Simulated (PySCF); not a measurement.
Mean harmonic wavenumber (cm⁻¹) of eight silicon and germanium compounds: PBE-D3(BJ) beside PBE0-D3(BJ), computed with PySCF for isolated molecules in the bases named; differences from unrounded values. The eight are the first of their class met in an unordered collection, after screening for sound electronic states; none was chosen by its value. Each level has its own optimised geometry.

| molecule | basis | PBE0-D3(BJ) | PBE-D3(BJ) | difference |
|---|---|---|---|---|
| GeCl₂, SMILES [Cl][Ge][Cl] (connectivity only; charge and spin as stated), neutral, multiplicity 1 | def2-TZVP | 318 | 302 | -16 |
| GeF₃Br, SMILES [F][Ge]([F])([F])[Br] | def2-SVP | 410 | 388 | -22 |
| C₂H₆GeO₃, SMILES [GeH]([C](=O)C)([OH])[OH] | def2-SVP | 1194 | 1146 | -47 |
| Si(F)2(Cl)(Me) (CH3ClF2Si), SMILES C[Si](F)(F)Cl | def2-SVP | 1096 | 1062 | -34 |
| H7P3Si, SMILES P[SiH](P)P | def2-SVP | 1019 | 981 | -38 |
| CH3FO2Si2, SMILES O1[Si@@H]([SiH2]C1=O)F | def2-SVP | 892 | 851 | -40 |
| CH9ClSi3, SMILES C[Si]([SiH3])([SiH3])Cl | def2-SVP | 1084 | 1049 | -34 |
| C2H7GeN, SMILES C=[CH][GeH2][NH2] | def2-SVP | 1364 | 1317 | -47 |

PBE-D3(BJ) lies below PBE0-D3(BJ) in 8 and above it in 0 of the eight; the mean signed difference is -35 and the largest -47 cm⁻¹.
